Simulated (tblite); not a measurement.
A tight-binding relaxation on `[O]C[C@H]1C=CC[SiH2]1` [radical].

Computed with GFN2-xTB geometry optimisation, gas phase (tblite 0.8.0). Start geometry: from a force field or distance geometry. The input is one job of a driver script: a line of settings, then coordinates in Å.

Command:
```bash
OMP_NUM_THREADS=1 python probes_run.py task.json out
```

Input:
```
{"job": {"kind": "relax", "xc": "GFN2-xTB", "basis": "xTB"}, "charge": 0, "multiplicity": 2}
O      0.840300    -0.527000     1.758200
C      1.658300    -0.326300     0.640900
C      0.905600     0.052000    -0.589100
C     -0.076500    -0.992300    -0.960500
C     -1.253400    -0.920200    -0.453900
C     -1.605000     0.197800     0.426700
Si    -0.288900     1.438800    -0.068100
H      2.395100     0.469200     0.933100
H      2.285400    -1.238900     0.466400
H      1.537500     0.377900    -1.413300
H      0.240700    -1.831500    -1.637200
H     -2.048100    -1.695500    -0.694900
H     -1.526400    -0.068300     1.519000
H     -2.602300     0.591100     0.180300
H     -0.690000     2.280000    -1.204400
H      0.220000     2.202200     1.085300
```

Output:
```
step      E/eV     max force
  0    -569.98023    4.023
  1    -570.26990    2.474
  2    -570.37600    0.665
  3    -570.42157    0.550
  4    -570.47438    0.669
  5    -570.49325    0.415
  6    -570.51789    0.300
  7    -570.52968    0.353
  8    -570.54182    0.291
  9    -570.54669    0.181
... (43 lines left out)
 53    -570.64965    0.029
 54    -570.64975    0.020
 55    -570.64982    0.022
 56    -570.64988    0.019
 57    -570.64994    0.016
 58    -570.65000    0.018
 59    -570.65006    0.018
 60    -570.65013    0.017
 61    -570.65017    0.012
 62    -570.65019    0.009
```

«max force» is the largest atomic force in eV/Å.

**Question.** From which step on does the largest force stay under 0.1 eV/Å, and how much energy is left to gain from there?

**Answer.** From step 42 (0.072 eV/Å), 3.0 meV above the end.

In short: energy lowered by 15.4 kcal/mol over 62 steps; largest atomic force 0.009 eV/Å at the end.

**Question.** Give the final coordinates.

**Answer.** 0.247 Å rms from the input after alignment:
```
atom  x, y, z in Å
O1     0.8147    0.0079    1.6858
C2     1.5883   -0.3570    0.6912
C3     0.8908    0.1303   -0.6627
C4    -0.0121   -0.9571   -1.0485
C5    -1.2390   -0.9561   -0.5000
C6    -1.5847    0.1488    0.4183
Si7   -0.2549    1.4746    0.0834
H8     2.5375    0.2119    0.6689
H9     1.8209   -1.4384    0.6662
H10    1.6460    0.3494   -1.4123
H11    0.3356   -1.7550   -1.6905
H12   -1.9573   -1.7403   -0.6968
H13   -1.4556   -0.2182    1.4429
H14   -2.6270    0.4491    0.3245
H15   -0.7124    2.2640   -1.0853
H16    0.2017    2.3950    1.1034
```

The run took 0.59 s wall on an AMD EPYC 7R43 with one thread, no GPU, shared host with 256 logical CPUs at a one-minute load of 100.
Labels such as C1 count atoms from 1, the log's own numbers from 0.
